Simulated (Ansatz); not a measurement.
Molecule: ScCl₂, charge 1, multiplicity 1. The spin state was set by rule; other spins were not relaxed. 
Geometry from a B3LYP-D3(BJ)/def2-TZVP (Ansatz, a program for electronic structure) optimisation:
```xyz
3

Sc    -0.7065     0.0964     0.1697
Cl     0.3167     1.2855    -1.3668
Cl     0.5560    -1.4045     1.1572
```
Charge +1, spin multiplicity 1.

Parts of the frozen-core correlation energy in def2-TZVPPD (Ansatz, hartree). Frozen orbitals: 19; correlated occupied orbitals by spin: 8 and 8; virtual: 142 and 142. No spin-orbit coupling. Non-relativistic.

```csv
term,value
reference (HF),-1678.69500
MP2 opposite-spin,…
MP2 same-spin,…
CCSD correlation,…
(T),-0.02589
T1 diagnostic,0.019
largest doubles amplitude,0.028
```

Q: Fill in the missing entries.

A: 
- MP2 opposite-spin, value: -0.32253
- MP2 same-spin, value: -0.11320
- CCSD correlation, value: -0.46225
